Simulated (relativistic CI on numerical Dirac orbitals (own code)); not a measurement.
## Sensitivity of the levels of Tm56+ to α and to the nuclear radius

These numbers are calculated, not measured: Dirac-Coulomb-Breit CI, separate exchange-only KLI orbitals for each configuration, derivatives by finite differences, unscaled Slater integrals, QED left out (own radial code, finite nucleus).

Configuration list (outside the closed core [Ne]): 3s2.3p, 3s2.3d, 3s.3p2, 3p3, 3s.3p.3d, 3p.3d2, 3s.3d2, 3p2.3d. Levels of other configurations are missing.

With x = (α/α₀)² − 1 an excitation energy changes as ω = ω₀ + qx; K = 2q/ω₀ is the relative enhancement. Terms are leading LS components, so labels can repeat. The field-shift factor is F = δν/δ⟨r²⟩ for the transition from the lowest level.

Lowest level 3s2.3p 2P°_1/2.

```tsv
Level	ω₀ (cm⁻¹)	q (cm⁻¹)	F (GHz/fm²)
3s.3p2 4P_1/2	1237151	282000	-4520
3s2.3p 2P°_3/2	2101374	2.497e+06	-295
3s.3p2 4P_3/2	3115235	2.736e+06	-4720
3s.3p2 2D_5/2	3249759	2.75e+06	-4670
3s.3p2 2D_3/2	3409297	2.723e+06	-3960
3s.3p2 2P_1/2	3490380	2.751e+06	-4810
3s2.3d 2D_3/2	3842272	2.633e+06	-1170
3s2.3d 2D_5/2	4247787	3.093e+06	-428
3p3 2P°_3/2	4624444	2.922e+06	-7300
3s.3p.3d 4F°_3/2	4722723	2.872e+06	-6020
3s.3p.3d 4F°_5/2	4812206	2.83e+06	-4750
3s.3p.3d 4D°_1/2	5011352	2.86e+06	-4740
3s.3p.3d 4D°_3/2	5053689	2.909e+06	-5090
3s.3p.3d 4P°_5/2	5290571	3.305e+06	-4720
3s.3p2 4P_5/2	5316453	5.193e+06	-4950
3s.3p.3d 4F°_7/2	5391958	3.343e+06	-4730
3s.3p.3d 2F°_5/2	5472393	3.342e+06	-4790
3s.3p.3d 2D°_3/2	5515630	3.348e+06	-5160
3s.3p2 2S_1/2	5592836	5.236e+06	-5030
3s.3p2 2P_3/2	5645755	5.243e+06	-5060
3p2.3d 2D_3/2	6214669	3.081e+06	-9230
3p3 2D°_5/2	6679471	5.417e+06	-8060
3p3 4S°_3/2	6721825	5.453e+06	-9180
```

At this charge energies of transitions that change n are usually good to better than 1 %, and those within a shell (Δn = 0) to a few per cent.

**Question.** Which transition from the lowest level has the largest |K|?

**Answer.** 3s2.3p 2P°_3/2 at 2101374 cm⁻¹, K = 2.38.
